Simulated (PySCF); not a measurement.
C5H13N2 (doublet state).
Numbering: `[CH2:1][CH2:2][CH2:3][NH:4][CH2:5][CH2:6][NH2:7]` (hydrogens: H8, H9 on C1; H10, H11 on C2; H12, H13 on C3; H14 on N4; H15, H16 on C5; H17, H18 on C6; H19, H20 on N7)

Geometry (GFN2-xTB, Å), atoms numbered from 1 in this order:
```xyz
20
C5H13N2 angstrom
C     -2.3262    0.8718    0.6725
C     -2.3773   -0.0520   -0.4723
C     -0.9925   -0.2297   -1.1166
N     -0.1307   -0.9177   -0.1765
C      1.2340   -1.1074   -0.6134
C      2.0896    0.1716   -0.6075
N      2.0304    0.7756    0.7147
H     -1.8000    1.8032    0.5856
H     -2.8196    0.6470    1.5964
H     -3.0518    0.3332   -1.2529
H     -2.7524   -1.0276   -0.1602
H     -1.0718   -0.8499   -2.0158
H     -0.6147    0.7615   -1.4151
H     -0.1225   -0.3927    0.6959
H      1.6909   -1.8372    0.0641
H      1.2244   -1.5356   -1.6195
H      3.1124   -0.0837   -0.9335
H      1.6828    0.8947   -1.3197
H      2.4307    0.1454    1.4029
H      2.5591    1.6401    0.7389
```

The hyperfine couplings belong to this conformer and change with its torsions.

Method used: UKS B3LYP, pcH-1 on C H N, non-relativistic, mean-field spin-orbit, GIAO (PySCF). Isolated species at its GFN2-xTB geometry (one conformer only). Couplings are sensitive to structure, and on GFN2-xTB geometries they can be far from those on DFT ones. No stability test was run, so a lower SCF solution isn't excluded.

(1) What is the g tensor, term by term?

(2) What effective moment and Curie constant follow for a powder?

(3) At 93.818 GHz, how far is the centre of the isotropic spectrum from where a free electron (g = 2.002319) resonates?

(4) In a frozen sample, at which fields do the three g values resonate at 9.5, 34, 94 and 263 GHz (hyperfine left aside), and which band first spreads them over more than twice a line width of 0.3 mT?

Results:

(1) 
| Δg (ppm) | 1 | 2 | 3 |
| --- | --- | --- | --- |
| relativistic mass correction | -138 | -138 | -138 |
| gauge correction | 9 | 39 | 27 |
| orbital Zeeman/spin–orbit | -14 | 566 | 832 |
| total | -143 | 468 | 720 |

So g = 2.00218, 2.00279, 2.00304 and g_iso = 2.00267; the tensor is rhombic: the two nearest values differ by 29 % of g3 − g1. Axes: g2 points within 7° of the C1–C2 bond.

(2) With the mean of g² = 4.0107 and S(S+1) = 0.75: μ_eff = √(⟨g²⟩S(S+1)) = 1.734 μB and χT = 0.12505·⟨g²⟩·S(S+1) = 0.376 cm³ K/mol (cgs; spin-Hamiltonian part alone).

(3) B = hν/(g μB) with μB/h = 13.99624 MHz/mT gives 3347.66 mT for the free electron and 3347.08 mT at g_iso, 0.58 mT lower.

(4) 
| band | GHz | B(g3) mT | B(g2) mT | B(g1) mT | spread mT |
| --- | --- | --- | --- | --- | --- |
| X | 9.5 | 338.86 | 338.90 | 339.01 | 0.15 |
| Q | 34.0 | 1212.77 | 1212.92 | 1213.29 | 0.52 |
| W | 94.0 | 3352.95 | 3353.37 | 3354.39 | 1.45 |
| J | 263.0 | 9381.12 | 9382.30 | 9385.16 | 4.05 |

The spread grows in proportion to the frequency. W band is the first where it exceeds 0.6 mT.

Largest spin populations (Mulliken): C1 (+1.07), C2 (-0.09) and H10 (+0.06). No atom but C1 exceeds +0.15. The positive populations add up to 1.18 and the negative ones to -0.18, together 2S = 1. The angles at C1 add up to 360.0°, so it is planar; its axial dipolar tensor and the negative couplings of its protons fit spin in a p orbital normal to that plane.

The HOMO–LUMO gaps are 6.43 eV among the α and 4.38 eV among the β orbitals.
